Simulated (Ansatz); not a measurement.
Abridged output of a molecular run in Ansatz:

```
Functional definition: HF
1018 factors; integrals over basis functions are off by at most 1.3e-3 eV
mean field evaluation 1: about -9792.8480 eV, gradient 2.3e1 eV
mean field evaluation 2: about -9792.8515 eV, gradient 2.3e1 eV
mean field evaluation 4: about -9795.8171 eV, gradient 1.9e0 eV
mean field evaluation 8: about -9795.8503 eV, gradient 1.2e-3 eV
mean field -9795.85030807 eV, -359.9908589558 hartree, gradient 2.8e-6 eV, S^2 0.757762; 0 other end points of the search recorded, 0 dependent functions left out
8 core orbitals not correlated: weight in the atoms' cores, before any rotation towards them, 1.000 or more for the frozen orbitals, at most 0.000 for the correlated occupied ones
reference -9795.85030807 eV, -359.9908589558 hartree; 12, 11 occupied and 80, 81 virtual orbitals, 1018 factors
second order -12.78084181 eV of doubles, -0.00000000 eV of singles
cycle   1  -13.94026827 eV  change    -1.2e0 eV  update   7.4e-2
cycle   2  -14.33302813 eV  change   -3.9e-1 eV  update   2.4e-2
cycle   3  -14.37809371 eV  change   -4.5e-2 eV  update   8.1e-3
cycle   4  -14.37751019 eV  change    5.8e-4 eV  update   2.9e-3
cycle   5  -14.37684145 eV  change    6.7e-4 eV  update   1.1e-3
cycle   6  -14.37689710 eV  change   -5.6e-5 eV  update   3.9e-4
cycle   7  -14.37697247 eV  change   -7.5e-5 eV  update   1.2e-4
cycle   8  -14.37698666 eV  change   -1.4e-5 eV  update   3.8e-5
cycle   9  -14.37697982 eV  change    6.8e-6 eV  update   1.2e-5
perturbative correction -0.37868828 eV, -0.0139165378 hartree
Total energy: -9810.60597618 eV, -360.5331197571 hartree
Checks for a lower state left out: cluster_reference
```

Its atoms:

Cartesian coordinates in Å:
```
C 0.691 -1.885 0.622
Al 0.058 -0.150 0.052
C 0.829 0.689 -1.538
C -1.353 0.750 1.066
H 0.314 -2.421 1.493
H 1.469 -2.453 0.113
H 0.062 0.862 -2.301
H 1.248 1.673 -1.301
H 1.621 0.092 -1.996
H -2.244 0.899 0.447
H -1.035 1.748 1.386
H -1.660 0.196 1.957
```

Q: Which basis set was used?
A. def2-SVP
B. def2-TZVPPD
C. def2-TZVPP
D. def2-QZVPP

A: A. It gives 100 functions.

Q: Write the keys of the input that set method, charge and spin (a neutral closed shell needs none for the last two).

A: 
```yaml
magnetization: {spin_polarized: true, initial_magnetization: 1}
correlation: {method: ccsd_t}
scf: {omitted_lower_state_checks: [cluster_reference]}
```
